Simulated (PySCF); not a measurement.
## Calculated data, B2GeH6N, CH6B2Ge, BGeH5OSi, BGeH3OSi and others

Computed with PySCF 2.14.0. Calculation on a computer-drawn molecule: optimised geometry and harmonic frequencies of an isolated molecule of the commonest isotopes, restricted reference for singlets and unrestricted otherwise, frozen core in MP2; on germanium a core potential holds 10 electrons, which the energies leave out, and 3d is frozen in MP2 and coupled-cluster steps.

Common to all runs: charge 0; method HF; basis and core potential on germanium cc-pVDZ-PP ECP10MDF.

(1) B2GeH6N

Start structure:
```xyz
10
B2GeH6N
B     -0.2986    -1.6518    -0.4440
Ge    -0.1194    -0.4131     1.1610
B     -0.5157     1.4048     1.6301
N      0.6006    -1.3348     2.4895
H      0.0811    -2.7378    -0.3104
H     -0.7608    -1.2073    -1.4119
H     -0.2142     1.8240     2.7384
H     -0.9619     2.1140     0.8862
H      0.8908    -2.2360     2.4664
H      0.8583    -0.9222     3.4062
```

It was run with multiplicity 2 and basis cc-pVDZ.

The calculation gives: rotational constants 6.049, 5.22, 2.807 GHz; total energy -400.6339 hartree; spin squared 0.7584; convergence status largest gradient component 2.083e-05 hartree/bohr.

Drawn bonds:
```
atom  other atom  order
   1           2      1
   2           3      1
   2           4      1
   1           5      1
   1           6      1
   3           7      1
   3           8      1
   4           9      1
   4          10      1
```

Optimised structure:
```xyz
10
B2GeH6N
B     -0.3246    -1.5786    -0.4324
Ge    -0.0609    -0.5215     1.2677
B     -0.5175     1.4184     1.5927
N      0.5668    -1.4507     2.7026
H     -0.0389    -2.7405    -0.5001
H     -0.7700    -1.0186    -1.3927
H     -0.3401     1.9351     2.6593
H     -0.9682     2.0609     0.6881
H      1.0505    -2.3157     2.5514
H      0.9631    -0.9489     3.4748
```

Modes:
```
frequency (cm⁻¹)  reduced mass (dalton)
           100.9                  4.675
           153.1                  2.493
           181.5                  2.973
           250.6                  1.043
           285.2                  1.028
           337.9                  1.018
           365.3                  1.301
           565.1                  4.441
           594.6                  3.968
           653.1                  1.205
             735                  4.965
           744.7                  1.327
           868.3                   1.27
             902                  1.196
           922.9                  1.285
            1242                  1.158
            1256                  1.143
            1685                  1.108
            2678                  1.049
            2688                  1.051
            2774                  1.128
            2777                  1.129
            3767                  1.049
            3872                  1.097
```

(2) CH6B2Ge

Start structure:
```xyz
10
CH6B2Ge
B     -2.5146     1.8480    -2.8911
Ge    -2.1764     2.2135    -0.9520
B     -1.2828     0.3837    -1.0766
C     -2.0364    -0.9112    -0.7522
H     -1.8335     2.2403    -3.7621
H     -3.5876     1.3702    -3.2377
H     -0.0738     0.3241    -1.2945
H     -3.0678    -0.7299    -0.5287
H     -2.0233    -1.5409    -1.5700
H     -1.5427    -1.3913     0.0825
```

Here we set multiplicity 1 and basis cc-pVDZ.

Results for CH6B2Ge: rotational constants 8.127, 2.695, 2.251 GHz; total energy -384.0460 hartree; convergence status largest gradient component 3.319e-05 hartree/bohr.

Drawn bonds:
```
atom  other atom  order
   1           2      1
   2           3      1
   3           4      1
   1           5      1
   1           6      1
   3           7      1
   4           8      1
   4           9      1
   4          10      1
```

Optimised structure:
```xyz
10
CH6B2Ge
B     -2.6217     2.0971    -3.0792
Ge    -2.1146     2.1782    -1.1001
B     -1.2642     0.2938    -1.0340
C     -2.0060    -1.0398    -0.6217
H     -1.8767     2.5050    -3.9291
H     -3.7128     1.7183    -3.4131
H     -0.0782     0.2426    -1.2487
H     -3.0808    -0.9539    -0.4521
H     -1.8381    -1.7980    -1.3961
H     -1.5459    -1.4368     0.2917
```

Modes:
```
frequency (cm⁻¹)  reduced mass (dalton)
           78.41                  2.158
           110.6                  1.255
           151.8                  2.404
           172.5                  2.203
           390.8                  1.237
           461.5                  1.867
           501.2                  1.616
           546.3                  4.528
           720.8                  1.107
           818.3                  1.123
           847.1                  1.476
           949.8                  1.475
            1043                  2.999
            1164                  1.474
            1220                  1.159
            1427                  1.268
            1551                  1.067
            1563                  1.053
            2650                  1.078
            2657                  1.063
            2740                  1.124
            3149                   1.04
            3208                  1.096
            3246                  1.101
```

(3) BGeH5OSi

Start structure:
```xyz
9
BGeH5OSi
B     -0.7420     1.7107     2.7850
Ge    -0.7235     0.6851     4.5268
Si     0.5211    -0.4071     2.6622
O      1.8702    -0.3081     3.5731
H     -1.6413     1.6417     2.0842
H      0.0791     2.4967     2.5302
H      0.1476    -1.8425     2.6374
H      0.8905    -0.1818     1.2738
H      2.7269    -0.7348     3.2027
```

It was run with multiplicity 1 and basis cc-pV(D+d)Z.

Results for BGeH5OSi: rotational constants 7.452, 1.839, 1.532 GHz; total energy -684.7614 hartree; convergence status largest gradient component 2.58e-05 hartree/bohr.

Drawn bonds:
```
atom  other atom  order
   1           2      1
   2           3      1
   3           4      1
   1           5      1
   1           6      1
   3           7      1
   3           8      1
   4           9      1
```

Optimised structure:
```xyz
9
BGeH5OSi
B     -1.2256     1.9907     2.6766
Ge    -0.2419     1.1089     4.2558
Si     0.9931    -0.4590     2.8314
O      2.2455    -1.0708     3.7314
H     -2.2867     1.5839     2.2829
H     -0.7893     2.9908     2.1699
H      0.0498    -1.5405     2.4400
H      1.5348     0.1218     1.5763
H      2.8489    -1.6659     3.3110
```

Modes:
```
frequency (cm⁻¹)  reduced mass (dalton)
           26.55                  3.044
           103.8                  3.539
           193.3                  6.776
           243.8                  1.076
           303.7                  1.643
           334.8                  2.001
           436.8                  1.248
           477.2                  1.182
           535.9                   4.45
           813.3                  1.116
           828.6                  1.118
           876.3                  5.694
           914.1                  1.347
           995.4                  1.241
            1028                  1.078
            1222                  1.149
            2263                  1.045
            2274                  1.035
            2650                  1.052
            2730                  1.122
            4158                  1.067
```

(4) BGeH3OSi

Start structure:
```xyz
7
BGeH3OSi
B      2.7922    -1.1844    -0.4119
Ge     1.3805    -1.0668     0.8998
Si     0.4185    -0.3870    -1.1534
O     -0.3266    -1.4983    -1.8774
H      3.0235    -2.2001    -0.9694
H      3.6069    -0.3014    -0.6401
H      0.6108     0.9292    -1.8131
```

Here we set multiplicity 1 and basis cc-pV(D+d)Z.

It finds rotational constants 7.294, 1.962, 1.736 GHz; total energy -683.5504 hartree; convergence status largest gradient component 5.165e-06 hartree/bohr.

Drawn bonds:
```
atom  other atom  order
   1           2      1
   2           3      1
   3           4      2
   1           5      1
   1           6      1
   3           7      1
```

Optimised structure:
```xyz
7
BGeH3OSi
B      3.0809    -1.2851    -0.3639
Ge     1.4019    -0.8789     0.7536
Si     0.1992    -0.3690    -1.2960
O     -0.5572    -1.4193    -2.0610
H      3.2970    -2.4003    -0.7477
H      3.8921    -0.4269    -0.5829
H      0.1918     1.0706    -1.6677
```

Modes:
```
frequency (cm⁻¹)  reduced mass (dalton)
           81.82                  4.017
           125.5                  3.327
           140.5                  7.144
             313                  5.552
           390.4                  1.166
           455.1                  1.205
           524.9                  2.235
           551.9                  1.847
           875.9                  1.147
           912.8                  1.336
            1212                  1.149
            1296                  16.25
            2271                  1.044
            2667                  1.051
            2759                  1.123
```

(5) CH7B2Ge

Start structure:
```xyz
11
CH7B2Ge
B     -0.1479    -1.3978    -1.4060
B      0.7977    -1.5120    -0.1744
C      1.3384    -0.2758     0.7331
Ge     2.9364     0.4778     0.1638
H     -0.9828    -1.4406    -2.2443
H      1.3637    -2.5199     0.0430
H      0.5097     0.5853     0.7703
H      1.4122    -0.6045     1.8037
H      2.8617     1.0797    -1.2611
H      4.0688    -0.5752     0.1857
H      3.4656     1.5983     1.0594
```

Settings of this run: multiplicity 2 and basis cc-pVDZ.

Results for CH7B2Ge: rotational constants 13.37, 1.95, 1.85 GHz; total energy -384.6060 hartree; spin squared 0.758; convergence status largest gradient component 1.927e-05 hartree/bohr.

Drawn bonds:
```
atom  other atom  order
   1           2      1
   2           3      1
   3           4      1
   1           5      1
   2           6      1
   3           7      1
   3           8      1
   4           9      1
   4          10      1
   4          11      1
```

Optimised structure:
```xyz
11
CH7B2Ge
B     -0.2392    -1.4466    -1.3721
B      0.8372    -1.4733    -0.1702
C      1.2682    -0.2542     0.7370
Ge     3.0082     0.4938     0.1665
H     -1.0251    -1.4723    -2.2564
H      1.3700    -2.5445     0.0030
H      0.5606     0.5787     0.7378
H      1.4203    -0.5730     1.7727
H      2.9050     1.0838    -1.2464
H      4.0942    -0.5887     0.1689
H      3.4242     1.6116     1.1323
```

Modes:
```
frequency (cm⁻¹)  reduced mass (dalton)
            65.5                  2.418
           110.4                  1.241
           213.1                  2.401
           239.9                  2.057
           330.7                  1.253
             534                  1.063
             547                  2.062
           606.6                  1.438
           730.7                  1.275
           786.9                  1.701
           830.1                  2.003
           921.4                  1.071
           941.8                  1.829
           966.1                  1.027
           968.2                  1.052
            1002                  1.284
            1124                  1.483
            1148                  1.366
            1295                   2.08
            1544                  1.125
            2202                  1.023
            2208                  1.023
            2227                  1.012
            2633                  1.088
            2868                  1.108
            3182                  1.058
            3236                  1.105
```

(6) BGeH5NSi

Start structure:
```xyz
9
BGeH5NSi
B      0.3302     1.7830     2.4168
N      0.1708     1.1302     1.3454
Si    -0.3071     0.1912     0.0606
Ge    -1.4124     1.4878    -1.6662
H      0.5816     2.4101     3.4030
H      0.8980    -0.4053    -0.4668
H     -1.6642     0.6813    -2.8582
H     -0.8069     2.8092    -2.1603
H     -2.7566     1.8866    -1.2587
```

Here we set multiplicity 2 and basis cc-pV(D+d)Z.

It finds rotational constants 9.727, 1.479, 1.312 GHz; total energy -664.3633 hartree; spin squared 0.7596; convergence status largest gradient component 2.219e-05 hartree/bohr.

Drawn bonds:
```
atom  other atom  order
   1           2      1
   2           3      2
   3           4      1
   1           5      1
   3           6      1
   4           7      1
   4           8      1
   4           9      1
```

Optimised structure:
```xyz
9
BGeH5NSi
B      0.3027     1.7989     2.4108
N      0.1091     1.1553     1.3640
Si    -0.2563     0.2071    -0.0109
Ge    -1.4429     1.4843    -1.6659
H      0.4908     2.4068     3.3948
H      0.9924    -0.3741    -0.5656
H     -1.7543     0.6045    -2.8841
H     -0.6388     2.7027    -2.1444
H     -2.7693     1.9885    -1.0832
```

Modes:
```
frequency (cm⁻¹)  reduced mass (dalton)
            87.6                    1.2
           91.38                  3.201
           197.9                  3.548
           232.3                  5.025
             359                  5.582
             422                  1.049
           523.5                  1.249
           648.6                  1.206
           738.3                  7.187
           813.4                  1.352
           825.9                  1.324
           840.3                  1.133
           898.2                  1.076
           962.2                  1.019
           966.5                  1.021
            1962                  5.248
            2191                  1.022
            2204                  1.023
            2215                  1.014
            2274                  1.042
            2989                  1.192
```

(7) AlBClGeH4

Start structure:
```xyz
8
AlBClGeH4
B      1.4503    -0.8477     2.0943
Al    -0.2939    -0.9887     1.0182
Cl    -1.6208     0.5326     1.1163
Ge    -1.0164    -2.8309    -0.4045
H      2.4045    -0.8136     2.6888
H     -0.7939    -4.3142     0.0306
H     -2.4310    -2.9362    -0.8252
H     -0.3376    -2.9493    -1.8068
```

Here we set multiplicity 2 and basis cc-pV(D+d)Z.

It finds rotational constants 3.919, 1.16, 0.905 GHz; total energy -1021.8152 hartree; spin squared 0.759; convergence status largest gradient component 8.816e-06 hartree/bohr.

Drawn bonds:
```
atom  other atom  order
   1           2      1
   2           3      1
   2           4      1
   1           5      1
   4           6      1
   4           7      1
   4           8      1
```

Optimised structure:
```xyz
8
AlBClGeH4
B      1.2752    -0.9924     2.2200
Al    -0.2694    -0.9726     0.8751
Cl    -1.2913     0.8821     0.6516
Ge    -1.0075    -2.9311    -0.4797
H      2.1746    -1.0257     2.9957
H     -0.1538    -4.1741    -0.1827
H     -2.4702    -3.2927    -0.1849
H     -0.8964    -2.6415    -1.9833
```

Modes:
```
frequency (cm⁻¹)  reduced mass (dalton)
           48.92                  1.049
           95.67                  7.165
             132                  4.442
           159.9                  8.206
           255.9                  1.134
           299.6                  11.75
           452.6                  1.131
           460.3                  1.154
           518.7                  9.115
           694.1                  2.452
           706.7                  2.267
             884                  1.045
           966.2                  1.019
           967.1                  1.018
            2191                  1.023
            2197                  1.023
            2208                  1.013
            2830                  1.101
```

(8) CH6BGe

Start structure:
```xyz
9
CH6BGe
B     -0.5334     0.4660     0.9062
C     -1.1519    -0.7901     0.0242
Ge    -2.2845    -1.7232     1.2969
H      0.3675     0.4076     1.5757
H     -1.6951    -0.5490    -0.8129
H     -0.3170    -1.4453    -0.2484
H     -2.7757    -2.9754     0.7041
H     -1.6176    -2.1321     2.6627
H     -3.4847    -0.9065     1.6961
```

Settings of this run: multiplicity 2 and basis cc-pVDZ.

It finds rotational constants 23.42, 4.15, 3.818 GHz; total energy -359.3463 hartree; spin squared 0.7535; convergence status largest gradient component 1.498e-05 hartree/bohr.

Drawn bonds:
```
atom  other atom  order
   1           2      1
   2           3      1
   1           4      1
   2           5      1
   2           6      1
   3           7      1
   3           8      1
   3           9      1
```

Optimised structure:
```xyz
9
CH6BGe
B     -0.5345     0.4682     0.8255
C     -1.1005    -0.7751     0.1027
Ge    -2.3208    -1.7521     1.3356
H      0.4193     0.5110     1.5519
H     -1.7083    -0.5430    -0.7750
H     -0.3282    -1.5029    -0.1695
H     -2.8167    -3.0059     0.6101
H     -1.5813    -2.1684     2.6110
H     -3.5214    -0.8799     1.7124
```

Modes:
```
frequency (cm⁻¹)  reduced mass (dalton)
           89.25                  1.146
           206.2                  2.787
           326.2                   1.45
           552.2                  1.423
           564.6                  1.466
             600                  1.502
           737.9                  1.093
           918.6                  1.055
           945.5                  1.222
           966.1                  1.022
           976.1                  1.077
            1050                  1.498
            1128                  1.534
            1167                  1.646
            1531                  1.137
            2220                  1.024
            2223                  1.023
            2240                  1.012
            2715                  1.095
            3174                   1.06
            3241                  1.102
```
